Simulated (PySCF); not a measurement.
## Relaxation of singlet SeF₆

Method: PBE0 in PySCF with Se def2-SVP, F def2-SVP; no relativity; density-fitted integrals. A (50,194) grid was used.

A hand-made octahedral start, of Oh symmetry, held to at least that symmetry:

```xyz
7
charge 0 multiplicity 1, angstrom
Se    0.0000    0.0000    0.0000
F     0.0000    0.0000    1.8000
F     0.0000    0.0000   -1.8000
F     1.8000    0.0000    0.0000
F     0.0000    1.8000    0.0000
F    -1.8000    0.0000    0.0000
F     0.0000   -1.8000    0.0000
```

Optimiser trace:
```csv
step,E − E(last) (kJ/mol),largest gradient (Eh/bohr)
0,80.07,0.05084
1,0.01,0.00080
2,0.00,0.00026
3,0.00,0.00000
```

It ends at Oh with Se–F 1.704 Å (×6); F–Se–F 90.0° (×12), F–Se–F 180.0° (×3). A frequency run shows a minimum. Other isomers or separated fragments may lie lower.

Final geometry:
```xyz
7
charge 0 multiplicity 1, angstrom
Se    0.0000    0.0000    0.0000
F     0.0000    0.0000    1.7039
F     0.0000    0.0000   -1.7039
F     1.7039    0.0000    0.0000
F     0.0000    1.7039    0.0000
F    -1.7039    0.0000    0.0000
F     0.0000   -1.7039    0.0000
```

The relaxation took of the order of 30 core-seconds on a shared host.
